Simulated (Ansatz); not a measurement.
Basis-set extrapolation for C$_{2}$H$_{9}$BOSi (`CBC[SiH2]O`) (PBE0-D4/def2-TZVP geometry, frozen core, the Gaussian-basis code of Ansatz). Multiplicity 1, RHF reference.

```
                      def2-TZVPP   def2-QZVPP
                 HF  -469.600792  -469.618929
    MP2 correlation    -0.820563    -0.878266
CCSD(T) correlation    -0.906720      not run
```

Energies in hartree. Use E(X) = E(∞) + A·exp(−7.88·√X) for Hartree–Fock and E(X) = E(∞) + B·X^(−2.97) for correlation, with X = 3 and 4, and add CCSD(T) minus MP2 of the smaller set to the MP2 limit.

What is the CCSD(T) energy at the basis-set limit?

HF limit: -469.618929 + (-0.018137) × 0.13774 = -469.62143. MP2 limit: -0.878266 + (-0.057703) × 0.74074 = -0.92101. Higher-order term: -0.906720 − (-0.820563) = -0.08616. Total: -470.62860 hartree, 317.9 kJ/mol below CCSD(T)/def2-TZVPP.
